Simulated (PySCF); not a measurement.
F2H6O2Si3. Atoms are numbered in the order given.

```xyz
13

F      0.7378     1.9485    -0.0438
Si     0.1023     0.5513    -0.5106
F      0.3573     0.4473    -2.0895
O     -1.4888     0.5397    -0.2133
Si    -2.6637    -0.3204     0.6089
O      0.8444    -0.6726     0.2552
Si     2.2909    -1.2646     0.8487
H     -2.7538    -1.7033     0.0604
H     -3.9548     0.3900     0.4183
H     -2.3225    -0.3816     2.0589
H      2.5153    -0.7309     2.2209
H      3.4128    -0.8525    -0.0421
H      2.1895    -2.7474     0.8911
```

Geometry optimised at r2SCAN-D4/def2-SVP. One conformer was computed; it need not be the lowest.

The numbers are results of PBE/def2-TZVP run with PySCF, not measurements.

Isolated molecule, no solvent.

```
Quantity                                                                                                       Result
---------------------------------------------------------------------------------------------  ----------------------
total energy                                                                                      -1221.91680 hartree
highest occupied level                                                                                       -7.88 eV
lowest empty level                                                                                           -1.37 eV
orbital gap                                                                                                   6.51 eV
dipole moment                                                                                                  2.00 D
quadrupole, principal values (traceless, Buckingham form, about the centre of nuclear charge)  -4.00, -3.40, 7.41 D·Å
```
